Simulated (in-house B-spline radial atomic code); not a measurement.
What moves the levels of Eu ([Xe] 4f7 6s2)? Method: Dirac-Hartree-Fock, average of configuration, Fermi nucleus of rms radius 5.1115 fm. Calculated with a radial B-spline atomic code at the basis-set limit.

Baseline run (computed): total energy -10846.4825 hartree, 1s1/2 at -1793.534 hartree, 6s1/2 at -4.9262 eV with <r> = 4.588 bohr.

Scaling the speed of light c (a factor of 100 is close to the non-relativistic limit):

```csv
c/c0,ΔE (hartree),6s1/2 level (eV),6s1/2 <r> (bohr)
0.95,-51.781,-4.96197,4.557
0.98,-19.602,-4.93963,4.576
1.02,18.283,-4.91378,4.599
2,326.02,-4.71944,4.778
100,423.59,-4.66271,4.833
```

Changing the nucleus:

| nucleus | ΔE (eV) |
| --- | --- |
| Gaussian nucleus of rms radius 5.1115 fm | -0.11 |
| uniform spherical nucleus of rms radius 5.1115 fm | 0.0313 |
| Gaussian nucleus of rms radius 0.01 fm | -20.9 |
| Fermi nucleus of rms radius 5.0093 fm | -0.733 |
| Fermi nucleus of rms radius 5.2137 fm | 0.744 |

A larger nucleus binds the electrons less, roughly as the density at the nucleus times the change of the nuclear <r²>. At equal rms radius the shape enters only through higher moments. A radius of 0.01 fm is nearly a point.

Q: The nuclear charge is raised by 0.1. What does the Hellmann-Feynman theorem predict for the energy, and what is found?

A: dE/dZ ≈ -Σ<1/r>, which is -422.6 at the start and -423.592 at the end; their mean times 0.1 is -42.31 hartree, and the two runs differ by -42.308 hartree.
